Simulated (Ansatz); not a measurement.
GeF3. Total charge 0; doublet. Geometry r2SCAN-D4/def2-TZVPD, that of the charge -1 singlet; atoms count from 1.

```xyz
4

Ge    0.0090   -0.6832   -0.2095
F     0.4997   -0.1949    1.4699
F     1.0121    0.5818   -1.0419
F    -1.5207    0.2963   -0.2185
```

The structure comes from a short search, and lower isomers may exist.

**Question.** Estimate the Mulliken populations from the PBE0/def2-TZVPD orbitals of Ansatz.

**Answer.** 
```json
{"atom": "Ge1", "charge (e)": "1.10", "spin (α − β)": "0.67"}
{"atom": "F2", "charge (e)": "-0.37", "spin (α − β)": "0.11"}
{"atom": "F3", "charge (e)": "-0.37", "spin (α − β)": "0.11"}
{"atom": "F4", "charge (e)": "-0.37", "spin (α − β)": "0.11"}
```
Mulliken values depend strongly on the basis. With diffuse functions, as here, like atoms can get unlike values, and bond orders can come out too low or too high.

**Question.** Where does the spin sit?

**Answer.** Summed by element: Ge 0.67, F 0.33, of 1 unpaired in all. Largest on single atoms: Ge1 0.67, F2 0.11, F4 0.11.

**Question.** And the Mayer bond orders between heavy atoms (over 0.3)?

**Answer.** Ge1–F2 0.83 (1.82 Å); Ge1–F3 0.83 (1.82 Å); Ge1–F4 0.83 (1.82 Å).
